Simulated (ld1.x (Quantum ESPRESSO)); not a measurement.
Pt (Z = 78): excitation energies, all-electron against ultrasoft

```json
{"Element": "Pt (Z = 78)", "Generator": "ld1.x (Quantum ESPRESSO) 7.5", "Type": "ultrasoft", "Functional": "PBE", "Relativity": "scalar-relativistic", "Frozen core": "[Xe] 4f14", "Valence charge": "10", "Reference configuration": "5d8 6s0 6p0 (charge +2)", "Partial waves": "6s (bound, empty): rcut 1.65, rcutus 2.20 bohr; 6s channel at -0.3 Ry: rcut 1.65, rcutus 2.20 bohr; 6p (bound, empty): rcut 2.35, rcutus 2.95 bohr; 6p channel at -0.5 Ry: rcut 2.35, rcutus 2.95 bohr; 5d (bound): rcut 1.45, rcutus 1.80 bohr; 5d channel at -0.9 Ry: rcut 1.45, rcutus 1.80 bohr", "Local potential": "all-electron potential smoothed inside 2.70 bohr (lloc = -2)", "Core correction": "none", "Augmentation charge": "PSQ, inside the norm-conserving radii"}
```

Energies are relative to the spin-unpolarised reference configuration 5d8 6s0 6p0; without spin polarisation the order of configurations can differ from experiment.

```csv
valence configuration,charge,ΔE all-electron (eV),error AE − PS (meV)
5d9 6s1 6p0,0,-29.160,-296
5d9 6s0 6p0,+1,-19.966,-299
5d7 6s0 6p0,+3,32.217,-411
5d10 6s0 6p0,0,-29.177,-857
5d8 6s1 6p0,+1,-17.993,+24
```

Question: What are ΔE and the potential's error for 5d9 6s0.5 6p0?

Answer: ΔE = -25.466 eV all-electron; the error (AE − PS) is -313 meV.

Question: What are ΔE and the potential's error for 5d8 6s1 6p1?

Answer: ΔE = -22.592 eV all-electron; the error (AE − PS) is +57 meV.

Levels in the configuration 5d7 6s0 6p0:

| level | all-electron (eV) | pseudo (eV) |
| --- | --- | --- |
| 5d | -38.765 | -39.598 |
